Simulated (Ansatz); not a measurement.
CH$_{5}$BClNO (`NB(Cl)CO`), relaxed with RKS PBE0-D4/def2-TZVP in the Gaussian-basis code of Ansatz from a GFN2-xTB geometry. The force threshold is 0.005 eV/Å; the program also tests the step.

Charge 0, multiplicity 1.

Start:

```xyz
10

N     0.424    0.104    1.434
B     0.672    0.409    0.110
Cl    2.184    1.135   -0.327
C    -0.425    0.084   -1.007
O    -1.460   -0.789   -0.553
H     1.057    0.292    2.193
H    -0.461   -0.277    1.727
H     0.021   -0.318   -1.927
H    -0.946    1.001   -1.302
H    -1.065   -1.642   -0.349
```

Question: How much energy does the relaxation release, and in how many steps? (Best estimate.)

Answer: Computed: 0.04 eV, in 11 steps, 1 of them rejected.

Question: Which bonds change most? (An estimate is asked.)

Answer: The calculation gave: B2–Cl3 from 1.733 to 1.777 Å; B2–C4 from 1.599 to 1.576 Å; O5–H10 from 0.962 to 0.959 Å; N1–B2 from 1.381 to 1.383 Å.

Question: Give the relaxed structure. (Best estimate.)

Answer: Computed: 
```xyz
10

N     0.445    0.086    1.448
B     0.658    0.416    0.122
Cl    2.142    1.265   -0.357
C    -0.412    0.060   -0.979
O    -1.491   -0.733   -0.485
H     1.078    0.309    2.196
H    -0.424   -0.343    1.722
H     0.060   -0.403   -1.855
H    -0.855    0.990   -1.353
H    -1.200   -1.647   -0.459
```
